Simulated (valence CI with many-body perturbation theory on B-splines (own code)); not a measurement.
**Nb XXVIII: calculated level list**

Computed by configuration interaction combined with many-body perturbation theory (CI+MBPT): four valence electrons over a frozen Dirac-Fock core [Ne], radial functions for each j: 11 s, 11 p, 10 d, 8 f, 5 g, 2 h, with the one-electron correlation potential Σ1, the two-electron term Σ2, the three-electron term Σ3, Breit, model QED; selected CI, second order for the rest, scaled by the run's own slope (own B-spline code, finite nucleus).

The last digits are not significant, and no measured levels were compared; by estimate large intervals hold to a few tenths of a per cent, small ones and those within an open d or f shell to about a per cent. Among the levels kept, up to 710 cm⁻¹ of a level comes from second order outside the variational space, and about a tenth of that is noise between levels of different J, which matters for small intervals.

Levels 91 to 135 of 175, with energies above the lowest level, 3s²3p² ³P_0. "Leading %" is the weight of the configuration and term that name the level; weights of strongly mixed levels are sums over their largest components and can fall short. In the jj column 3d3/2^4 stands for four electrons in 3d with j = 3/2. Lifetimes count E1, E2, E3, M1 and M2 decay at the calculated energies, and are blank where another channel may lead or the interval is too uncertain; long ones can be off by a factor of two.

```tsv
No.	Configuration	Term	J	E (cm⁻¹)	Leading %	Leading jj	Lifetime
91	3s²3d²	³P	2	2245300	33	3s^2 3d3/2 3d5/2 (34 %)	3.21 ps
92	3s²3d²	³P	0	2250400	49	3s 3p3/2^2 3d3/2 (30 %)	3.30 ps
93	3s²3d²	³P	1	2254800	69	3s^2 3d3/2 3d5/2 (69 %)	3.55 ps
94	3s²3d²	¹G	4	2264200	77	3s^2 3d3/2 3d5/2 (49 %)	6.19 ps
95	3s3p²3d	¹D	2	2287100	32	3s 3p3/2^2 3d5/2 (44 %)	3.50 ps
96	3s²3d²	¹D	2	2295100	38	3s^2 3d5/2^2 (43 %)	3.72 ps
97	3p³3d	³F°	2	2318700	40	3p1/2^2 3p3/2 3d3/2 (70 %)	25.3 ps
98	3p³3d	³F°	3	2347100	32	3p1/2^2 3p3/2 3d3/2 (55 %)	15.8 ps
99	3p³3d	⁵D°	0	2350500	33	3p1/2^2 3p3/2 3d3/2 (75 %)	17.9 ps
100	3p³3d	⁵D°	1	2370100	50	3p1/2^2 3p3/2 3d3/2 (77 %)	11.1 ps
101	3p³3d	⁵D°	4	2392300	43	3p1/2^2 3p3/2 3d5/2 (78 %)	13.4 ps
102	3p³3d	³D°	2	2399800	38	3p1/2^2 3p3/2 3d5/2 (60 %)	13.2 ps
103	3s²3d²	¹S	0	2412500	72	3s^2 3d5/2^2 (57 %)	3.30 ps
104	3p³3d	⁵D°	2	2431500	24	3p1/2 3p3/2^2 3d3/2 (52 %)	17.3 ps
105	3p³3d	³F°	3	2435300	27	3p1/2^2 3p3/2 3d5/2 (24 %)	25.3 ps
106	3p³3d	⁵D°	0	2437100	47	3p1/2 3p3/2^2 3d3/2 (62 %)	14.0 ps
107	3p³3d	³G°	3	2443800	21	3p1/2 3p3/2^2 3d3/2 (55 %)	20.1 ps
108	3p³3d	³D°	1	2447500	55	3p1/2 3p3/2^2 3d3/2 (67 %)	16.2 ps
109	3s3p3d²	⁵G°	2	2463300	70	3s 3p1/2 3d3/2^2 (38 %)	21.0 ps
110	3p³3d	³F°	4	2477000	52	3p1/2 3p3/2^2 3d5/2 (38 %)	28.1 ps
111	3p³3d	⁵D°	3	2479300	32	3p1/2 3p3/2^2 3d5/2 (58 %)	13.6 ps
112	3s3p3d²	⁵G°	3	2489500	64	3s 3p1/2 3d3/2 3d5/2 (35 %)	19.6 ps
113	3p³3d	³G°	4	2496500	36	3p1/2 3p3/2^2 3d5/2 (48 %)	19.4 ps
114	3p³3d	³D°	1	2503100	45	3p1/2^2 3p3/2 3d5/2 (60 %)	11.8 ps
115	3p³3d	³G°	5	2520500	64	3p1/2 3p3/2^2 3d5/2 (64 %)	31.8 ps
116	3s3p3d²	⁵G°	4	2525000	70	3s 3p1/2 3d3/2 3d5/2 (43 %)	23.2 ps
117	3p³3d	¹D°	2	2542100	34	3p1/2 3p3/2^2 3d3/2 (40 %)	13.7 ps
118	3p³3d	¹P°	1	2549500	20	3p1/2 3p3/2^2 3d3/2 (34 %)	7.42 ps
119	3p³3d	¹G°	4	2549800	70	3p1/2 3p3/2^2 3d5/2 (48 %)	13.6 ps
120	3s3p3d²	⁵D°	0	2559700	55	3s 3p1/2 3d3/2^2 (46 %)	10.8 ps
121	3s3p3d²	⁵D°	2	2568800	29	3s 3p1/2 3d3/2 3d5/2 (52 %)	7.72 ps
122	3s3p3d²	⁵G°	5	2571700	75	3s 3p1/2 3d5/2^2 (44 %)	22.8 ps
123	3s3p3d²	⁵D°	1	2572600	55	3s 3p1/2 3d3/2 3d5/2 (41 %)	9.38 ps
124	3p³3d	³P°	2	2577700	36	3s 3p1/2 3d3/2 3d5/2 (31 %)	7.65 ps
125	3s3p3d²	⁵D°	3	2580100	31	3s 3p1/2 3d3/2 3d5/2 (58 %)	9.60 ps
126	3s3p3d²	⁵D°	0	2584600	39	3p1/2 3p3/2^2 3d5/2 (27 %)	12.0 ps
127	3s3p3d²	⁵P°	1	2584600	29	3s 3p1/2 3d3/2 3d5/2 (45 %)	9.81 ps
128	3s3p3d²	⁵F°	1	2588400	48	3s 3p1/2 3d3/2^2 (48 %)	6.05 ps
129	3s3p3d²	⁵F°	2	2609000	43	3s 3p1/2 3d3/2 3d5/2 (32 %)	6.25 ps
130	3p³3d	³P°	1	2613200	29	3p1/2 3p3/2^2 3d5/2 (34 %)	6.72 ps
131	3s3p3d²	⁵D°	4	2620600	53	3s 3p1/2 3d5/2^2 (62 %)	7.91 ps
132	3p³3d	³F°	2	2624700	19	3p1/2 3p3/2^2 3d5/2 (35 %)	11.9 ps
133	3s3p3d²	⁵F°	3	2625800	17	3s 3p1/2 3d3/2 3d5/2 (28 %)	7.82 ps
134	3p³3d	³D°	2	2628000	22	3p1/2 3p3/2^2 3d5/2 (29 %)	10.8 ps
135	3s3p3d²	⁵F°	3	2634700	24	3s 3p1/2 3d3/2 3d5/2 (34 %)	7.92 ps
```

Names give the largest LS component (configuration and term), which can be under half, so a name can repeat, a term be missing and a line seem to break the LS rules; names also repeat where a configuration has a term twice.

Where two levels of one J and parity lie close, their mixing, g and order are uncertain.
